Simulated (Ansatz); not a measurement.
Program: Ansatz. Geometries: PBE0-D4/def2-TZVP. ΔE: electronic, gas phase. CCSD(T)/CBS adds triple-zeta CCSD(T) − MP2 to the extrapolated MP2 energy (def2 sets, frozen cores). This one scheme is used for every species. DFT in def2-TZVPP. For Ga outer-core shells are correlated without core-valence functions, which leaves a few kJ/mol of doubt a bond. Scalar relativity is left out up to krypton. One conformer a species, not always the lowest.

Reaction (ligand exchange at a Ga–F bond): `[NH2][Ga]([F])[SH]` + HCl → `[NH2][Ga]([SH])[Cl]` + H–F

```
         level  ΔE (kJ/mol)
     r2SCAN-D4        -30.8
MP2/def2-QZVPP        -39.4
 MP2/CBS(def2)        -42.4
CCSD/CBS(def2)        -37.1
```

Q: What does CCSD(T)/CBS give? (Estimate.)

A: The calculation gave: -37.8 kJ/mol. The listed levels differ from it by 7.0, -1.6, -4.6, 0.7 kJ/mol.

Largest T1 diagnostic among the species: 0.013.

From PBE to PBE0 (25 % exact exchange), in def2-TZVPP and without D4, ΔE moves by −6.1 kJ/mol. The D4 term adds −6.1 kJ/mol with B3LYP and −3.3 kJ/mol with PBE0; it sums over pairs of atoms, weighted by their polarisabilities, and B3LYP, whose exchange is more repulsive, gets the larger term.

B3LYP here is the variant with VWN-RPA as its local correlation; programs differ in this.
